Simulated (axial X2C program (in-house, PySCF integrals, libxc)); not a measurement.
CoN: nuclear properties from DFT to coupled cluster

Computed with an axial X2C code built on PySCF integrals: two-component X2C with atomic mean-field Coulomb and Gaunt terms, Gaussian nuclei, basis Co dyall-acv3z, N dyall-av3z with contracted cores.

R = 1.613 Å (near the PBE0 minimum at charge 0 of the determinant lowest at the starting distance; the state shown can have its own minimum elsewhere); state Ω = 4 (⟨Sz⟩ = 2.00, ⟨Lz⟩ = 2.00 at PBE0).

```csv
level,Eeff magnitude (GV/cm),Ws magnitude Co (kHz),A∥/gI Co (MHz),qzz Co (a.u.),A∥/gI N (MHz),μ (D)
PBE0,0.349,0.0113,609,0.35,-12.8,-4.16
HF,0.276,0.00934,442,-0.57,-18.9,-5.08
B3LYP,0.36,0.0132,624,0.30,-7.8,-4.05
```

Eeff is the effective electric field on the electron electric dipole moment in this Ω state and Ws the scalar–pseudoscalar constant of the nucleus named (defined with the proton number Z and per Ω); A∥ (defined per Ω) follows by multiplying with gI = μI/(I μN); qzz is the electric field gradient, eQq0 = 234.96 MHz × Q/barn × qzz; μ is positive if the N end (last atom) is positive. The operators were transformed with the bare-nucleus X2C matrices; with these basis sets, hyperfine constants and field gradients can be off by tens of per cent, and where levels differ in sign neither size nor sign is settled.

Finite-field MP2, CCSD and CCSD(T), with 22 electrons correlated in 130 natural virtual spinors (MP2 remainder added):

| level | Eeff magnitude (GV/cm) | Ws magnitude Co (kHz) | A∥/gI Co (MHz) | qzz Co (a.u.) | A∥/gI N (MHz) | μ (D) |
| --- | --- | --- | --- | --- | --- | --- |
| MP2 | 0.323 | 0.00466 | 585 | 0.91 | -12.9 | -4.20 |
| CCSD | 0.317 | 0.00491 | 598 | 0.66 | -14.1 | -4.16 |
| CCSD(T) | 0.208 | 0.00641 | 627 | 0.92 | -13.3 | -3.64 |

T1 = 0.066 (Lee–Taylor), a sign of multireference character. One unrestricted determinant, the lowest of a limited PBE0 search, is the reference; the functionals treat spin collinearly. With several open shells it need not be a pure state. Correlation of the inner shells is missing, which matters for properties at the nucleus. Number of frozen shells: Co 2 s, 1 p; N 1 s.

(1) By how much does correlation change each value, CCSD(T) against HF?

Results:

(1) Eeff magnitude -25 %; Ws magnitude Co -31 %; A∥/gI Co 42 %; qzz Co from -0.57 to 0.92, a change of sign; A∥/gI N -30 %; μ -28 %.
